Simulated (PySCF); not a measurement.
**Two-dimensional NMR puzzle**

Compound of formula C6H12O2Si. Correlations simulated from computed shifts and the bond graph:

HSQC (one-bond C–H):
| δH | δC |
| --- | --- |
| 2.58 | 28.5 |
| 1.74 | 23.7 |
| 1.36 | 28.4 |
| 1.18 | 23.7 |
| 0.50 | -1.9 |

COSY cross peaks (H two or three bonds apart, from the bond graph; peaks can be absent where the dihedral angle is near 90°):
| δH | δH |
| --- | --- |
| 2.58 | 1.74 |
| 2.58 | 1.36 |
| 2.58 | 1.18 |
| 1.74 | 1.18 |

HMBC (two and three bonds, from the bond graph):
| δH | δC |
| --- | --- |
| 2.58 | 28.4, 23.7 |
| 1.74 | 186.4, 28.5, 28.4, 23.7, -1.9 |
| 1.36 | 28.5, 23.7 |
| 1.18 | 186.4, 28.5, 28.4, 23.7, -1.9 |
| 0.50 | 186.4, 23.7 |

Carbons without hydrogens: δ 186.4.

[PySCF: NMR shieldings at PBE0/pcSseg-1/GIAO; structure optimised with GFN2-xTB; no relativistic terms; one computed conformer; one averaged value for each set of equivalent atoms; no solvent model]

References, each an isolated molecule treated in the same way: TMS for 1H (σref 31.72), 13C (σref 186.93).

Exchangeable hydrogens are left out of these lists.

Q: Assemble the structure.

A: SMILES C1[C@H](C)C[Si@]1(C)C(=O)O.

Mapped SMILES: `[CH3:1][C@H:2]1[CH2:3][Si@@:4]([CH3:5])([C:6](=[O:7])[OH:8])[CH2:9]1` (H(Xn): hydrogen on atom n). Ha(C3), Ha(C9) are cis to C1 on the ring; Hb(C3), Hb(C9) are trans to C1 on the ring.

δC 186.4 is C6, a carbonyl carbon. δC 28.5 is C2, an sp3 CH in a ring (δH 2.58). δC 28.4 is C1, a methyl carbon (δH 1.36). δC 23.7 is C3/C9, an sp3 CH2 bonded to Si (δH 1.74, 1.18). δC -1.9 is C5, a methyl carbon bonded to Si (δH 0.50). HMBC from δH 1.74 reaches the proton-free carbon C6. HMBC from δH 1.18 reaches the proton-free carbon C6. HMBC from δH 0.50 reaches the proton-free carbon C6. COSY links 2.58–1.74, 2.58–1.36, 2.58–1.18, 1.74–1.18.

The shifts were computed for this structure.

OH and NH positions are those of a molecule without intermolecular hydrogen bonds; in solution they move with solvent, concentration and temperature, and exchange usually removes their couplings. Shifts are as computed. Against solution values, carbons near 30 ppm lie about +3 ppm off and those near 130 ppm about +5 ppm. Of 1211 compounds with measured shifts, 218 miss one by over three times the rms of a fit or turn the order of signals round; such compounds aren't used in these exercises. The C=O carbon of an acid or of an amide with N–H lies up to 10 ppm further downfield in solution, through hydrogen bonding that the calculation lacks.
